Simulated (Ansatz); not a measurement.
Other settings, tried on cis-NiH2(PH3)2 (NiP₂H₈).

```yaml
crystal:
  periodic: [false, false, false]
  atoms:
    - {symbol: Ni, position_ang: [0.582857, 0.581175, 0.028681]}
    - {symbol: P, position_ang: [-1.497316, 1.000043, 0.025775]}
    - {symbol: P, position_ang: [0.997567, -1.498408, -0.048313]}
    - {symbol: H, position_ang: [2.017619, 0.859938, 0.051003]}
    - {symbol: H, position_ang: [0.864831, 2.014355, 0.085530]}
    - {symbol: H, position_ang: [-2.564003, 0.048656, -0.014708]}
    - {symbol: H, position_ang: [-2.005258, 1.829840, -1.012274]}
    - {symbol: H, position_ang: [-2.023822, 1.760596, 1.106685]}
    - {symbol: H, position_ang: [1.784655, -2.058219, 0.996270]}
    - {symbol: H, position_ang: [1.799434, -1.975662, -1.122238]}
    - {symbol: H, position_ang: [0.043425, -2.562314, -0.096412]}
basis:
  gaussian: {orbitals: def2-TZVP, final_grid: {core_spheres: 5, valence_spheres: 4, degree: 11}}
hamiltonian: {xc: {name: r2SCANh}, dispersion: d3bj}
scf: {omitted_lower_state_checks: [starts]}
```

```sh
$ ansatz run in.yaml --threads 2 --pin off --events-out ev --progress --plain --max-ram 4352MiB
```

It prints (some lines left out):

```
Warning: the engine holds no damping parameters fitted to this dispersion correction and functional, so the run takes those fitted to r2scanh beside the three-body term, which d3bj leaves out (hamiltonian.dispersion, under Limitations)
Functional definition: r2SCANh
1366 factors; their error is unknown
mean field evaluation 1: about -59738.8869 eV, gradient 9.6e1 eV
mean field evaluation 2: about -59019.6942 eV, gradient 4.9e2 eV
mean field evaluation 4: about -59741.9313 eV, gradient 8.7e1 eV
mean field evaluation 8: about -59741.9731 eV, gradient 8.7e1 eV
mean field evaluation 16: about -59749.9089 eV, gradient 2.2e-5 eV
mean field -59749.90888641 eV, -2195.7686516327 hartree, gradient 3.3e-5 eV, S^2 0.000000; 0 other end points of the search recorded, 0 dependent functions left out
reference -59749.90889485 eV, -2195.7686519427 hartree; 33, 33 occupied and 134, 134 virtual orbitals, 1366 factors
Total energy: -59749.99414996 eV, -2195.7717850102 hartree
Checks for a lower state left out: starts
```

Run time 6.5 s (2 threads of Arm Neoverse V1 on a shared host).

The restricted singlet is unstable towards broken spin symmetry in Hartree–Fock (as tested in another run); at RKS r2SCANh-D3(BJ)/def2-TZVP this wasn't settled.
